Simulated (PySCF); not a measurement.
## How methods differ on the interval between two levels of Kr(3+)

Kr(3+) [Ar] 3d10 4s2 4p3 [4S3/2, M_J = 3/2] → Kr(3+) [Ar] 3d10 4s1 4p4 [4P5/2, M_J = 5/2], as a difference of total energies. Computed with PySCF 2.14 in x2c-TZVPall-2c with one added diffuse shell each of s, p, d type (7s8p5d1f, 63 functions), with the two-component X2C-1e Hamiltonian. Correlated levels: [Ne] frozen. "Screened" scales the spin-orbit matrix elements by Boettger's factors to mimic the two-electron term; Breit and QED terms are absent.

```csv
method,interval between two levels (cm⁻¹)
GHF (spin-free),124760
GMP2 (spin-free),124230
GHF (screened spin-orbit),122850
GMP2 (screened spin-orbit),122310
```

The labels give the starting determinants; with spin-orbit coupling the two ends relaxed to ⟨J²⟩ = 3.75, ⟨L²⟩ = 0.03, ⟨S²⟩ = 3.71 and ⟨J²⟩ = 8.76, ⟨L²⟩ = 2.03, ⟨S²⟩ = 3.74.
